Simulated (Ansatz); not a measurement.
`F[CH2][AlH][SiH3]` + `N=CF` → `F/C=N\CF` + `[AlH2][SiH3]`  (substitution at a C–Al bond)

Calculated with Ansatz (gas phase, PBE0-D4/def2-TZVP geometries, no zero-point term in ΔE). CBS: MP2 limit from def2 TZ/QZ plus the TZ coupled-cluster correction, frozen cores. This one scheme is used for every species. DFT in def2-TZVPP. B3LYP here is the variant with VWN-RPA as its local correlation; programs differ in this. Each species was taken in one conformer, which may not be the lowest.

`F[CH2][AlH][SiH3]`:

Cartesian coordinates in Å:
```
F -0.177 0.201 -2.208
C -1.052 -0.596 -1.460
Al -0.606 -0.545 0.472
Si 1.293 0.823 1.209
H -2.074 -0.244 -1.656
H -1.004 -1.615 -1.867
H -1.523 -1.410 1.443
H 1.506 0.769 2.683
H 2.551 0.367 0.552
H 1.086 2.251 0.833
```

`N=CF`:

```xyz
5

N     0.468    0.563    0.614
C    -0.221   -0.031   -0.232
F    -1.103    0.642   -0.962
H     1.090   -0.086    1.086
H    -0.234   -1.088   -0.505
```

`F/C=N\CF`:

```xyz
8

F     0.503    0.856    1.684
C    -0.524    0.895    0.832
N    -0.642    0.244   -0.216
C     0.255   -0.690   -0.772
F     1.418   -0.913   -0.067
H    -1.282    1.595    1.173
H     0.537   -0.338   -1.770
H    -0.265   -1.649   -0.863
```

`[AlH2][SiH3]`:

```xyz
7

Al    0.685   -1.039    0.658
Si   -0.531    0.762   -0.487
H    -0.067   -2.315    1.233
H     2.261   -0.933    0.833
H    -0.322    2.064    0.212
H    -0.026    0.935   -1.881
H    -2.000    0.527   -0.568
```

```csv
level,ΔE (kJ/mol)
B3LYP-D4,21.0
PBE,20.1
```

Problem. What does CCSD(T)/CBS give? (An estimate is asked.)

Solution. Computed: +26.1 kJ/mol. The listed levels differ from it by -5.1, -6.0 kJ/mol.

Largest T1 diagnostic among the species: 0.013.

At CCSD(T), def2-SVP lies −25.9 kJ/mol from the extrapolated value and def2-TZVPP −5.0 kJ/mol. From BLYP to BHLYP (50 % exact exchange), in def2-TZVPP and without D4, ΔE moves by −4.2 kJ/mol.
